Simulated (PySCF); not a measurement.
## Gas-phase XPS of `N#CCB1CCCCC1`, computed

Compound: C7H12BN.
Bonds: N1–C2 (triple), C2–C3, C3–B4, B4–C5, C5–C6, C6–C7, C7–C8, C8–C9, B4–C9. Hydrogens: H10, H11 on C3; H12, H13 on C5; H14, H15 on C6; H16, H17 on C7; H18, H19 on C8; H20, H21 on C9.

Method used: PySCF, delta-SCF UKS SCAN, pcX-2 on the ionised atom, pcseg-1 elsewhere, spin-free X2C. Vertical ΔSCF values, vacuum level as zero.

Problem. Give the core binding energies atom by atom.

Solution. 
```
atom(s)                environment  level  binding energy (eV)  above the level's lowest (eV)  count
     B4     three-coordinate boron   B 1s               195.87                           0.00      1
  C5/C9  sp3 carbon bound to boron   C 1s               290.11                           0.00      2
     C7            ring CH2 carbon   C 1s               290.54                          +0.43      1
  C6/C8            ring CH2 carbon   C 1s               290.56                          +0.45      2
     C3  sp3 carbon bound to boron   C 1s               291.57                          +1.46      1
     C2             nitrile carbon   C 1s               292.00                          +1.89      1
     N1           nitrile nitrogen   N 1s               404.63                           0.00      1
```

Lowest listed C 1s: C5/C9, bonded to C, 2 H and B. Highest, 1.89 eV above it: C2, bonded to N (triple bond) and C. Summing the Pauling electronegativity differences to the bonded atoms, each weighted by its formal bond order, gives -1.21 for the lowest site and +1.47 for the highest; no listed site has a larger sum than the highest. The values 290.54 and 290.56 eV lie too close for their order to be trusted.

Problem. Express the binding energy of C 1s of C7 in atomic units and per mole.

Solution. 290.54 eV = 10.6771 Eh = 28033 kJ/mol.

Problem. Which photon energy gives electrons from C 1s of C7 a kinetic energy of 100 eV, and what is their de Broglie wavelength?

Solution. hν = 290.54 + 100 = 390.54 eV, recoil neglected; λ = 12.264 Å/√(E/eV) = 1.23 Å.

Topologically equivalent atoms share the value of their first member; where this conformer doesn't relate them by symmetry, their own values could differ. Geometry: PBE0-D3(BJ)/def2-SVP, one conformer, isolated molecule.

Time: 8.3 min wall, 6.8 min CPU; peak memory 0.75 GiB. Hardware: one thread, Intel Xeon at 2.50 GHz (x86_64), no GPU, shared host.
